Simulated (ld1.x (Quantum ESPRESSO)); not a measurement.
# u(r) = r·R(r): atom against pseudo-atom (Sc)

Columns: radius, all-electron u(r) and pseudo u(r) of the 3d shell (level -3.94 eV) of scandium in the configuration [Ne] 3s2 3p6 3d1 4s1.5 4p0.5; PBE, non-relativistic, TM scheme, ld1.x (Quantum ESPRESSO) 7.5.

```csv
r (bohr),all-electron,pseudo
0.088,0.0177,0.0029
0.175,0.0853,0.0221
0.262,0.1851,0.0692
0.350,0.2953,0.1496
0.438,0.3998,0.2584
0.525,0.4898,0.3816
0.612,0.5644,0.5044
0.700,0.6241,0.6127
0.788,0.6683,0.6944
0.875,0.6979,0.7454
0.962,0.7156,0.7688
1.050,0.7235,0.7709
1.138,0.7233,0.7589
1.225,0.7168,0.7397
1.312,0.7057,0.7179
1.400,0.6909,0.6960
1.487,0.6737,0.6752
1.575,0.6545,0.6547
1.662,0.6344,0.6344
1.750,0.6133,0.6133
1.838,0.5920,0.5920
1.925,0.5709,0.5709
2.012,0.5499,0.5499
2.100,0.5291,0.5291
2.188,0.5087,0.5087
2.275,0.4891,0.4891
```

Question: How many radial nodes do the two functions have?

Answer: The all-electron 3d function has n − l − 1 = 0; the pseudo-wave has 0.

Question: At about which radius was the pseudo-wave matched?

Answer: 1.75 bohr. The columns agree to 0.0005 from 1.57 bohr on; several derivatives are matched, so the curves merge somewhat inside the radius.

Question: Is the pseudo-wave norm-conserving?

Answer: Yes: the TM scheme keeps the norm inside the radius equal to the all-electron one, which fixes the energy derivative of the logarithmic derivative at the level.
